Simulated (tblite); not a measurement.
Q: What does the GFN2-xTB structure of `C[C@@H]1CS[Si@H](Cl)C1` look like in three dimensions?

A: 
Z-matrix in Å and degrees, rows numbered from 1:
```
C 
C   1  1.5260
C   2  1.5230  1  110.33
S   3  1.8315  2  110.79  1  -176.07
Si  4  2.1471  3   93.42  2    32.53
Cl  5  2.0159  4  114.18  3   111.97
C   2  1.5301  1  111.81  3  -121.37
H   1  1.0874  2  110.27  3  -179.09
H   1  1.0884  2  110.50  3    61.04
H   1  1.0875  2  110.62  3   -59.09
H   2  1.0956  1  109.02  3   118.45
H   3  1.0882  2  111.91  1    65.35
H   3  1.0903  2  111.07  1   -56.67
H   5  1.4542  4  108.53  3  -125.26
H   7  1.0887  2  110.32  1   -69.95
H   7  1.0928  2  109.28  1    47.37
```

Of the pairs four or more bonds apart, H9···H16 is among the closest relative to their van der Waals radii: 2.48 Å, 103 % of the sum of Bondi's values. Si5 (chlorine-bound silicon) has angles from 96.6° to 114.8°. The 5-membered ring C2–C3–S4–Si5–C7 has internal angles of 93.4° to 110.8°; it is puckered, 0.20 Å rms from its mean plane, widest ring torsion 53°.

Computed geometry: GFN2-xTB, gas phase.

Point group: C1 (no symmetry element, even within 0.4 Å). Its GFN2-xTB frequencies are all real (lowest 55 cm⁻¹). One conformer, not necessarily the lowest (C1–C2–C3–S4 -176°, C2–C3–S4–Si5 33°, C3–S4–Si5–Cl6 112°, S4–Si5–C7–C2 -20°). 2 starts were optimised and ended at 0.00 and 0.02 kcal/mol (GFN2-xTB); the lowest of these is shown.
